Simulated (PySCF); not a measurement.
C5H10O, SMILES CC1(CO)CC1.

The structure is a stationary point at B3LYP-D3(BJ)/def2-SVP. One conformer was computed; it need not be the lowest.

These are PBE/def2-TZVP run with PySCF values and carry that method's errors.

Symmetry labels are those of the subgroup Cs that the program uses (full group Cs).

Task: List the valence orbital energies around the gap with their symmetry. (The exact figures need the calculation; the answer reports its results.)

Result: 
```tsv
orbital	symmetry	energy (eV)
HOMO−7	A"	-9.69
HOMO−6	A'	-9.28
HOMO−5	A'	-8.69
HOMO−4	A"	-8.33
HOMO−3	A'	-8.03
HOMO−2	A'	-6.71
HOMO−1	A"	-6.63
HOMO	A"	-5.96
LUMO	A'	0.16
LUMO+1	A'	0.75
LUMO+2	A'	1.43
LUMO+3	A"	1.67
```
